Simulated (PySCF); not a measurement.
**Two-dimensional NMR puzzle**

Compound of formula C8H11NSi. Correlations simulated from computed shifts and the bond graph:

HSQC (one-bond C–H):
```
  δH     δC
5.76  121.2
3.03   31.7
2.78   36.7
2.64   39.7
1.86   16.2
1.80   36.7
```

COSY cross peaks (H two or three bonds apart, from the bond graph; peaks can be absent where the dihedral angle is near 90°):
```
  δH    δH
5.76  4.58
4.58  1.86
2.78  2.64
2.78  1.86
2.78  1.80
2.64  1.80
1.86  1.80
```

HMBC (two and three bonds, from the bond graph):
```
  δH                              δC
5.76         172.9, 39.7, 31.7, 16.2
4.58        172.9, 121.2, 36.7, 16.2
3.03       172.9, 121.5, 121.2, 39.7
2.78         172.9, 39.7, 36.7, 16.2
2.64  172.9, 121.2, 36.7, 31.7, 16.2
1.86               121.2, 39.7, 36.7
1.80         172.9, 39.7, 36.7, 16.2
```

Carbons without hydrogens: δ 172.9, 121.5.

PySCF 2.14 calculation with GIAO PBE0/pcSseg-1 shieldings and geometry from GFN2-xTB; no solvent, averaged over atoms made equivalent by symmetry, fast rotation or ring inversion, non-relativistic, one computed conformer.

Chemical shifts δ = σref − σ; TMS for 1H, 13C, all at this level.

Exchangeable hydrogens are left out of these lists.

Task: Which molecule is this?

Result: `[SiH2]1C=C(CC#N)[C@H]2C[C@@H]1C2`.

Atom-mapped SMILES (the numbers label the heavy atoms): `[N:1]#[C:2][CH2:3][C:4]1=[CH:5][SiH2:6][C@H:7]2[CH2:8][C@@H:9]1[CH2:10]2`. Hydrogens are named by the atom that carries them. Ha(C8), Ha(C10) are cis to C4 on the ring; Hb(C8), Hb(C10) are trans to C4 on the ring.

δC 172.9 is C4, a fully substituted alkene carbon. δC 121.5 is C2, a nitrile carbon. δC 121.2 is C5, an alkene CH (δH 5.76). δC 39.7 is C9, an allylic sp3 CH (δH 2.64). δC 36.7 is C8/C10, an sp3 CH2 in a ring (δH 1.80, 2.78). δC 31.7 is C3, an allylic sp3 CH2 (δH 3.03). δC 16.2 is C7, an sp3 CH bonded to Si (δH 1.86). HMBC from δH 5.76 reaches the proton-free carbon C4. HMBC from δH 4.58 reaches the proton-free carbon C4. HMBC from δH 3.03 reaches the proton-free carbons C4, C2. HMBC from δH 2.78 reaches the proton-free carbon C4. COSY links 5.76–4.58, 4.58–1.86, 2.78–2.64, 2.78–1.86, 2.78–1.80, 2.64–1.80.

The data come from this structure; uniqueness wasn't tested.

Shifts are as computed. Against solution values, carbons near 30 ppm lie about +3 ppm off and those near 130 ppm about +5 ppm. Of 1211 compounds with measured shifts, 218 miss one by over three times the rms of a fit or turn the order of signals round; such compounds aren't used in these exercises.
